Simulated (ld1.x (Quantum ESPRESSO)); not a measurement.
Reading a pseudo-wave (Al)

Columns: radius, all-electron u(r) and pseudo u(r) of the 3s shell (level -11.16 eV) of aluminium in the configuration [Ne] 3s2 3p0.5; LDA (PZ), non-relativistic, ultrasoft scheme, ld1.x (Quantum ESPRESSO) 7.5.

```csv
r (bohr),all-electron,pseudo
0.123,0.0855,0.0769
0.245,-0.1684,0.1521
0.368,-0.3006,0.2257
0.490,-0.2957,0.2955
0.613,-0.2064,0.3618
0.735,-0.0783,0.4227
0.858,0.0620,0.4786
0.980,0.1959,0.5280
1.103,0.3169,0.5715
1.225,0.4194,0.6081
1.348,0.5041,0.6385
1.470,0.5702,0.6622
1.593,0.6202,0.6797
1.715,0.6549,0.6910
1.838,0.6769,0.6968
1.960,0.6875,0.6972
2.083,0.6887,0.6925
2.205,0.6821,0.6831
2.328,0.6691,0.6692
2.450,0.6512,0.6512
2.573,0.6291,0.6291
2.695,0.6044,0.6044
2.818,0.5773,0.5773
2.940,0.5492,0.5492
3.063,0.5200,0.5200
3.185,0.4908,0.4908
```

(1) How many radial nodes do the two functions have?

(2) At about which radius was the pseudo-wave matched?

(3) Where does each function peak?

(4) Is the pseudo-wave norm-conserving?

Answers

(1) The all-electron 3s function has n − l − 1 = 2; the pseudo-wave has 0, since the states of the same l below it are removed with the core.

(2) 2.40 bohr, where the columns begin to agree (steps of 0.12 bohr).

(3) Outermost all-electron maximum near 2.08 bohr, pseudo maximum near 1.96 bohr (to the table’s step).

(4) No, it belongs to an ultrasoft set: the norm inside the radius is not constrained, and the difference is carried by the augmentation charge.
